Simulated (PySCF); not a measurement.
**`C=C(C)[SiH2]O[SiH2]O[SiH3]`: 4 charge schemes on one density**

C3H12O2Si3.
Cartesian coordinates in Å at the PBE0-D3(BJ)/def2-SVP level; atoms count from 1:
```
atom  x, y, z in Å
C1    -0.9698   -1.4913   -0.3409
C2    -1.4327   -0.2346   -0.2776
C3    -2.3261    0.3521   -1.3312
Si4   -0.9573    0.8489    1.1800
O5     0.3295    0.1774    1.9897
Si6    1.9081   -0.2381    1.7272
O7     2.3206    0.0123    0.1534
Si8    2.0842    0.1991   -1.4734
H9    -0.3260   -1.9121    0.4385
H10   -1.2251   -2.1584   -1.1735
H11   -2.5717   -0.3808   -2.1149
H12   -1.8484    1.2226   -1.8118
H13   -3.2732    0.7159   -0.8976
H14   -2.0911    0.9725    2.1418
H15   -0.6021    2.2150    0.6824
H16    2.7801    0.6099    2.5812
H17    2.0672   -1.6814    2.0531
H18    1.7415   -1.1057   -2.1111
H19    3.3512    0.7171   -2.0660
H20    0.9865    1.1793   -1.7280
```

Density: PBE0/pcSseg-1 (PySCF); schemes: Mulliken, IAO, Hirshfeld and ESP-fitted. The structure is a single PBE0-D3(BJ)/def2-SVP conformer in the gas phase; no vibrational or solvent corrections.

For which atoms does the sign change between the 4 schemes (beyond +0.03 e in one, beyond −0.03 e in another)?

C2.

Which atoms carry the lowest charge in the Mulliken, IAO, Hirshfeld and ESP-fitted schemes?

The schemes don't all agree: Mulliken O5 (-0.769); IAO O7 (-0.876); Hirshfeld O5 and O7 (-0.307); ESP-fitted C1 (-0.510).

Give the atomic charges in each scheme.

In e:

```csv
atom,environment,Mulliken,IAO,Hirshfeld,ESP-fitted
C1,terminal =CH2 carbon,-0.117,-0.292,-0.088,-0.510
C2,fully substituted alkene carbon,-0.616,-0.271,-0.081,+0.104
C3,allylic carbon,-0.199,-0.410,-0.113,-0.479
Si4,oxygen-bound silicon,+0.896,+0.977,+0.393,+0.536
O5,siloxane oxygen,-0.769,-0.870,-0.307,-0.479
Si6,oxygen-bound silicon,+1.042,+1.188,+0.460,+0.708
O7,siloxane oxygen,-0.758,-0.876,-0.307,-0.454
Si8,oxygen-bound silicon,+0.733,+0.855,+0.381,+0.552
H9,vinylic hydrogen,+0.131,+0.141,+0.043,+0.194
H10,vinylic hydrogen,+0.116,+0.141,+0.046,+0.201
H11,methyl hydrogen,+0.119,+0.143,+0.046,+0.153
H12,methyl hydrogen,+0.135,+0.149,+0.044,+0.132
H13,methyl hydrogen,+0.132,+0.147,+0.047,+0.141
H14,Si–H hydrogen,-0.101,-0.131,-0.078,-0.112
H15,Si–H hydrogen,-0.112,-0.151,-0.084,-0.109
H16,Si–H hydrogen,-0.132,-0.155,-0.079,-0.116
H17,Si–H hydrogen,-0.148,-0.163,-0.082,-0.130
H18,Si–H hydrogen,-0.115,-0.141,-0.081,-0.107
H19,Si–H hydrogen,-0.110,-0.135,-0.079,-0.118
H20,Si–H hydrogen,-0.126,-0.145,-0.079,-0.107
```

Mean size of the charges over all atoms: IAO 0.374 e, Mulliken 0.330 e, ESP-fitted 0.272 e, Hirshfeld 0.146 e. Each set sums to the total charge, 0, to within 0.001 e. The ESP scheme is a least-squares fit of atom-centred charges to the potential on four shells outside the van der Waals surface, with the total charge fixed.

How many electrons does the ESP-fitted scheme count on O5?

Z − q = 8 − (-0.479) = 8.479.

How closely do the schemes follow one another over all atoms?

Correlation coefficient and root-mean-square difference: IAO with Hirshfeld 0.99, 0.315 e; Mulliken with IAO 0.98, 0.116 e; Mulliken with Hirshfeld 0.97, 0.271 e; IAO with ESP-fitted 0.93, 0.230 e; Hirshfeld with ESP-fitted 0.92, 0.172 e; Mulliken with ESP-fitted 0.85, 0.247 e.

Sum the charges by element.

```json
{"element": "C", "atoms": "3", "Mulliken": "-0.932", "IAO": "-0.973", "Hirshfeld": "-0.282", "ESP-fitted": "-0.885"}
{"element": "Si", "atoms": "3", "Mulliken": "+2.671", "IAO": "+3.019", "Hirshfeld": "+1.234", "ESP-fitted": "+1.796"}
{"element": "O", "atoms": "2", "Mulliken": "-1.527", "IAO": "-1.746", "Hirshfeld": "-0.615", "ESP-fitted": "-0.934"}
{"element": "H", "atoms": "12", "Mulliken": "-0.212", "IAO": "-0.301", "Hirshfeld": "-0.337", "ESP-fitted": "+0.023"}
```
